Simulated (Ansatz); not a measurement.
NbS₂⁻, relaxed as a singlet with RKS B3LYP-D4/def2-TZVPD in Ansatz, starting from the GFN2-xTB geometry. Force threshold 0.02 eV/Å.

In the def2 sets Nb takes a core potential; there is no spin–orbit coupling. The restricted singlet is unstable towards broken spin symmetry at other levels; at B3LYP-D4/def2-TZVPD this wasn't settled. At B3LYP-D4/def2-TZVPD a triplet of charge -1 lies 0.36 eV below the restricted singlet, each at its own geometry. The structure comes from a short search, and lower isomers may exist.

Start:

```xyz
3

Nb   -0.4547   -0.0193   -0.7508
S    -0.0078    1.8260    0.4713
S     0.4626   -1.8067    0.2795
```

Estimate the energy that the relaxation releases and the steps that it takes.

3.6 kcal/mol, in 4 steps; 8.5 s on 4 threads of Arm Neoverse N1 on a shared host. No frequencies were taken in this run, so the end may be a saddle point.

Does the start keep its bonding and symmetry?

By distances, no bond broke or formed. The bond that changes most is Nb1–S2, from 2.26 to 2.18 Å (atoms count from 1). Point group C2v at the start, C2v at the end, both within 0.05 Å.

Predict the relaxed structure.


```csv
atom,x (Å),y (Å),z (Å)
Nb1,-0.4180,-0.0177,-0.6902
S2,-0.0234,1.8035,0.4398
S3,0.4414,-1.7858,0.2503
```
Bond lengths: 2 × Nb–S 2.18 Å.
